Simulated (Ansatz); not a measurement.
A nudged elastic band was laid between two geometries of AlH3O + H4Sn (10 atoms, charge 0, multiplicity 1).

Computed with Ansatz, RKS PBE0/def2-SVP.

```
movable images  : 2
climbing image  : no
spring          : 5.0 eV/Å²
optimiser       : quadratic models (default)
start path      : through a guess of the saddle point
force threshold : 0.05 eV/Å
iteration limit : 60
end points      : relaxed
```

Initial state:

```xyz
10
Properties=species:S:1:pos:R:3
Sn 0.047 0.074 -0.065
H 0.445 -0.440 1.508
H 1.361 -0.218 -1.133
H -0.501 1.674 -0.201
H -1.185 -1.016 -0.692
O -2.583 0.109 1.380
Al -3.033 -0.959 0.084
H -3.128 -2.522 0.377
H -3.690 -0.256 -1.175
H -2.467 -0.184 2.286
```

Final state:

```xyz
10
Properties=species:S:1:pos:R:3
Sn -0.187 0.044 -0.787
H -0.889 0.540 3.160
H 1.103 -0.855 -0.112
H -0.025 1.726 -0.527
H -0.432 -0.329 -2.443
O -1.818 -0.505 0.193
Al -3.314 -1.307 0.135
H -3.785 -1.998 -1.221
H -4.192 -1.334 1.458
H -1.195 0.280 2.511
```

Q: What changes between the two ends?

A: Bonds broken: Sn1–H2, O6–H10. Bonds formed: Sn1–O6, H2–H10. AlH3O + H4Sn becomes AlH5OSn + H2.

Q: Give the energies along the band, and the barrier.

A: The run converged. The highest image is number 2 of 0 to 3, 0.37 eV above the first end and 0.02 eV above the last; the last end lies 0.34 eV above the first. No image climbed, so the highest image needn't sit at the top of the path. A band with more images between the same ends climbed to 1.63 eV, so this one has probably stepped over the top. So few images can step over the top or miss a turn of the path. The orbitals stay closed-shell, which can raise the energy where a bond breaks towards radicals; this wasn't checked here.

| image | path coordinate (Å) | energy (eV) | Sn1–H2 (Å) | O6–H10 (Å) | Sn1–O6 (Å) |
| --- | --- | --- | --- | --- | --- |
| 0 | 0.00 | 0.00 | 1.70 | 0.96 | 3.00 |
| 1 | 3.05 | 0.36 | 1.75 | 0.96 | 3.01 |
| 2 | 6.11 | 0.37 | 3.96 | 2.64 | 1.97 |
| 3 | 9.16 | 0.34 | 4.04 | 2.53 | 1.98 |

Q: What is the geometry of the highest image?

A: 
```xyz
10
Properties=species:S:1:pos:R:3
Sn -0.231 0.233 -0.825
H -0.551 -0.561 3.041
H 0.921 0.194 0.438
H -0.386 1.790 -1.519
H 0.065 -0.973 -2.006
O -1.982 -0.167 -0.005
Al -3.429 -1.025 0.210
H -3.461 -2.591 -0.063
H -4.715 -0.225 0.681
H -0.963 -0.413 2.417
```

Run time: 97 s on 2 threads of Arm Neoverse V1, on a shared host, peak memory 0.2 GiB.
